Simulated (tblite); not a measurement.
Species: C3H14GeO2Si2.
Atom-mapped SMILES: `[CH3:1][CH:2]([CH3:3])[O:4][Ge@@H:5]([SiH3:6])[O:7][SiH3:8]` (hydrogens: H9, H10, H11 on C1; H12 on C2; H13, H14, H15 on C3; H16 on Ge5; H17, H18, H19 on Si6; H20, H21, H22 on Si8)

Structure used (GFN2-xTB), in Å, numbered top down from 1:
```
atom  x, y, z in Å
C1    -2.4660   -0.9568    0.4868
C2    -1.4866    0.1785    0.2099
C3    -2.1950    1.3889   -0.3896
O4    -0.4864   -0.2324   -0.7050
Ge5    0.9628   -1.1769   -0.3595
Si6    2.3115   -0.7318   -2.2281
O7     1.6456   -0.4721    1.1252
Si8    2.2547    0.8898    1.7376
H9    -3.2299   -0.6320    1.1884
H10   -2.9396   -1.2702   -0.4408
H11   -1.9304   -1.8052    0.9105
H12   -1.0100    0.4741    1.1562
H13   -2.6505    1.1137   -1.3379
H14   -1.4799    2.1882   -0.5669
H15   -2.9661    1.7446    0.2885
H16    0.5633   -2.5342    0.2537
H17    3.7170   -1.0030   -1.9123
H18    2.1724    0.6703   -2.6285
H19    1.9098   -1.5918   -3.3436
H20    2.7216    1.7821    0.6677
H21    3.3664    0.4389    2.5721
H22    1.2048    1.5566    2.5132
```

Method: GFN2-xTB as coded in tblite; computed harmonic values from a numerical Hessian at the method's own geometry, unscaled. The method is semi-empirical: single wavenumbers can be off by several per cent or more. Modes of hydrogen on germanium and silicon can be 10 to 20 % off. One conformer, not necessarily the lowest. The optimisation stopped once no atom felt more than 0.01 eV/Å.

Lowest wavenumbers of the output (negative numbers stand for imaginary wavenumbers):
```
mode    cm-1
  1     -35.6
  2      13.0
  3      16.3
  4      45.1
  5      52.7
  6      62.5
  7      86.6
  8     124.3
```

Q: Is this structure a minimum?

A: Not by this Hessian. 1 mode is imaginary beyond 20i (36i cm⁻¹), so at this level the point lies at or near a first-order saddle. The curvature is small, so loose convergence or finite differences may be the whole cause.

Q: Which atoms move in the imaginary mode?

A: 36i: H20 (Si–H hydrogen) 31 %, H22 (Si–H hydrogen) 30 %, H21 (Si–H hydrogen) 24 %. These are shares of the mass-weighted motion.

Q: What is the remedy?

A: Step along that mode in both directions, optimise again with tighter thresholds and repeat the frequencies. The zero-point energy of this point (96.5 kcal/mol) counts the 59 real modes alone, and thermal corrections from it aren't those of a minimum.
